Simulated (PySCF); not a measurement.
## Ti¹²⁺ (titanium, charge +12): Hartree-Fock from Schrödinger to Dirac-Coulomb-Breit

Occupied: 1s1/2, 2s1/2, 2p1/2, 2p3/2. Hartree-Fock calculated with PySCF 2.14 in an uncontracted even-tempered set (17 s from 0.62 bohr⁻², ratio 2.7; 12 p from 0.74 bohr⁻², ratio 2.7), Gaussian nucleus throughout. NR is non-relativistic, sf-X2C the spin-free one-electron X2C Hamiltonian, X2C adds the bare one-electron spin-orbit term, X2C-SNSO screens it by Boettger's factors, DC is four-component Dirac-Coulomb, and the Gaunt and Breit terms are added at first order (total energies over the DC spinors, levels after relaxing the spinors in that mean field). QED terms are absent. Levels marked empty are virtual spinors of this ion.

```json
{"Hamiltonian": "NR", "E (hartree)": "-790.7904"}
{"Hamiltonian": "sf-X2C", "E (hartree)": "-794.9984"}
{"Hamiltonian": "X2C", "E (hartree)": "-795.0060"}
{"Hamiltonian": "X2C-SNSO", "E (hartree)": "-795.0047"}
{"Hamiltonian": "DC", "E (hartree)": "-795.0997"}
{"Hamiltonian": "DC+Gaunt", "E (hartree)": "-794.8263"}
{"Hamiltonian": "DC+Breit", "E (hartree)": "-794.8479"}
```

| level (eV) | NR | sf-X2C | X2C | X2C-SNSO | DC | DC+Gaunt | DC+Breit |
| --- | --- | --- | --- | --- | --- | --- | --- |
| 1s1/2 | -5312.4 | -5344.2 | -5344.1 | -5344.1 | -5346.0 | -5341.5 | -5341.7 |
| 2s1/2 | -885.50 | -892.51 | -892.50 | -892.50 | -892.67 | -892.35 | -892.36 |
| 2p1/2 | -789.94 | -791.36 | -795.92 | -795.50 | -795.52 | -794.94 | -795.01 |
| 2p3/2 | -789.94 | -791.36 | -789.13 | -789.33 | -789.43 | -789.04 | -789.10 |
| 3s1/2 (empty) | -289.24 | -290.81 | -290.81 | -290.81 | -290.84 | -290.78 | -290.78 |
| 3p1/2 (empty) | -263.68 | -264.17 | -264.99 | -264.92 | -264.92 | -264.81 | -264.83 |
| 3p3/2 (empty) | -263.68 | -264.17 | -263.77 | -263.80 | -263.82 | -263.74 | -263.76 |

How large are the two-electron picture-change error of X2C and the Breit correction in the total energy?

X2C-1e lies 0.0937 hartree above Dirac-Coulomb; Gaunt adds 0.2734 and the full Breit term 0.2518 hartree.

```tsv
interval (eV)	X2C	X2C-SNSO	DC	DC+Gaunt	DC+Breit
2p3/2 − 2p1/2	6.788	6.167	6.092	5.906	5.906
3p3/2 − 3p1/2	1.227	1.114	1.103	1.066	1.066
```

Weight of the small component: 1s1/2 0.00622, 2s1/2 0.00112, 2p1/2 0.00109, 2p3/2 0.00108, 3s1/2 0.000319, 3p1/2 0.000303, 3p3/2 0.000301.

Koopmans' value for the highest occupied level at DC+Breit: 789.10 eV, against an ionisation energy of 787.67 eV (measured; NIST Atomic Spectra Database, ionization energies); the former lacks relaxation, correlation, QED and recoil.

The whole ladder took 41 s of wall time on 1 thread of Intel(R) Xeon(R) 6975P-C (shared host), launched as `OMP_NUM_THREADS=1 python relrun2.py TASK.json OUT` (a driver that calls PySCF for each Hamiltonian).
